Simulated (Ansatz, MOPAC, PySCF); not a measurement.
Pair of molecules: H2S (SMILES S) (first 3 atoms) with CH2O2 (SMILES O=CO); geometry from B3LYP-D3(BJ)/def2-TZVP, rigid monomers moved along the line of their centres of mass till S1···H8 is 2.70 Å.
(charge 0, multiplicity 1):
```xyz
8

S      0.17159     0.50637    -0.42564
H      0.09049    -0.71358     0.13820
H     -1.15546     0.57070    -0.62406
O     -0.24019    -1.47724     2.79772
C     -0.25524    -0.54467     3.55714
O     -0.13948     0.74042     3.22122
H     -0.36914    -0.63962     4.64515
H     -0.03755     0.81120     2.24498
```

Interaction energies are E(AB) − E(A) − E(B) at the monomers' geometry in the complex; basis-set methods are counterpoise corrected. Rows marked so take none.

Rows in 3-21G carry no dispersion term and start afresh at each structure. The state reached by PM6, PM7 isn't checked; PM7 holds dispersion and hydrogen-bond terms.

Programs: Ansatz (a quantum-chemistry and plane-wave program); MOPAC for PM6, PM7 (differences of heats of formation); PySCF for 3-21G rows, the dispersion terms. 

Task: One of these levels gives -11.6 kJ/mol for the interaction energy. Name it.
A. PBE0-D4/def2-TZVPPD
B. PM7
C. B3LYP/3-21G (no counterpoise)
D. PM6

Result: D, PM6. The others give -7.8 (PM7), -27.8 (B3LYP/3-21G (no counterpoise)), -22.7 (PBE0-D4/def2-TZVPPD)
